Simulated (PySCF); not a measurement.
Identify the unknown among the candidates.

All candidates are C5H9NO.

| technique | computed result |
| --- | --- |
| Rotational structure | rotational constants A, B, C: 6.276, 1.964, 1.577 GHz [GFN2-xTB] |
| 1H NMR | chemical shifts (computed TMS as zero) by class: 8.48 (1 H), 3.53 (4 H), 1.89 (4 H) ppm [GIAO PBE0/pcSseg-1] |
| Dipole | 4.55 D [PBE0/pcSseg-1] |
| 13C NMR | chemical shifts (computed TMS as zero) by class: 161.3 (1 C), 46.9 (2 C), 28.7 (2 C) ppm [GIAO PBE0/pcSseg-1] |
| NMR, other nuclei | isotropic shieldings of nuclei other than C and H, by class: 125 (1 N), -104 (1 O) ppm [GIAO PBE0/pcSseg-1] |

Electronic properties: PySCF, gas phase, density fitting. Levels stand in brackets. Isolated species at its GFN2-xTB geometry (one conformer only). NMR values are class means; diastereotopic atoms form classes of their own.

**Question.** Which candidate is it?
A. `C/N=C/C1COC1`
B. `C=CC(=O)CCN`
C. `O=CN1CCCC1`
D. `[H]/N=C/C=C/COC`

**Answer.** C. It is `O=CN1CCCC1`. Numbering: `[O:1]=[CH:2][N:3]1[CH2:4][CH2:5][CH2:6][CH2:7]1`. Its formula, C5H9NO, gives 2 degrees of unsaturation: 1 ring and 1 π bond in the structure found. 5 carbons fall into 3 classes; from least to most shielded: amide carbonyl carbon [C2] (161.3 ppm), ring sp3 carbon bound to nitrogen [C4/C7] (46.9 ppm, 2 C), ring CH2 carbon [C5/C6] (28.7 ppm, 2 C). Hydrogen classes from least to most shielded: 1 H on an amide carbonyl carbon, C2 (8.48 ppm), 4 H on 2 like atoms (sp3 carbon bound to nitrogen), C4/C7 (3.53 ppm, a mean of values up to 0.6 ppm apart in this geometry), 4 H on 2 ring CH2 carbons, C5/C6 (1.89 ppm). The other shieldings belong to: 125 ppm, amide nitrogen [N3]; -104 ppm, amide oxygen [O1]. The optimised geometry has point group C1 and is an asymmetric top.

The others, at the same levels:
- `C/N=C/C1COC1` fails: it has 4 carbon classes against 3; its computed 13C shifts are 168.0 (1 C), 75.3 (2 C), 50.8 (1 C), 44.4 (1 C) ppm, 1H shifts are 8.18 (1 H), 5.01 (2 H), 4.77 (2 H), 3.81 (1 H), 3.61 (3 H) ppm and rotational constant A is 9.048 GHz (against 6.276 GHz).
- `[H]/N=C/C=C/COC` fails: it has 5 carbon classes against 3; its computed 13C shifts are 172.4 (1 C), 150.8 (1 C), 141.4 (1 C), 75.4 (1 C), 58.8 (1 C) ppm, 1H shifts are 11.31 (1 H), 8.57 (1 H), 6.89 (1 H), 6.07 (1 H), 4.40 (2 H), 3.51 (3 H) ppm and smallest rotational constant is 1.099 GHz (against 1.577 GHz).
- `C=CC(=O)CCN` fails: it has 5 carbon classes against 3; its computed 13C shifts are 201.5 (1 C), 140.6 (1 C), 137.0 (1 C), 58.1 (1 C), 43.0 (1 C) ppm, 1H shifts are 6.94 (1 H), 6.58 (1 H), 5.98 (1 H), 3.13 (2 H), 2.42 (2 H), 0.26 (2 H) ppm and rotational constant A is 8.453 GHz (against 6.276 GHz).

Each candidate is one conformer, not necessarily the lowest. The conformers computed, where there is a choice (atom-mapped SMILES and torsion angles):
- `[CH3:1]/[N:2]=[CH:3]/[CH:4]1[CH2:5][O:6][CH2:7]1`: N2–C3–C4–C5 -131°
- `[H]/[N:7]=[CH:6]/[CH:5]=[CH:4]/[CH2:3][O:2][CH3:1]`: C1–O2–C3–C4 -78°, O2–C3–C4–C5 -14°, C4–C5–C6–N7 -179°
- `[CH2:1]=[CH:2][C:3](=[O:4])[CH2:5][CH2:6][NH2:7]`: C1–C2–C3–O4 2°, C2–C3–C5–C6 -179°, C3–C5–C6–N7 180°, H–N7–C6–C5 -60°, H–N7–C6–C5 60°

The conformers of `O=CN1CCCC1` aren't listed.
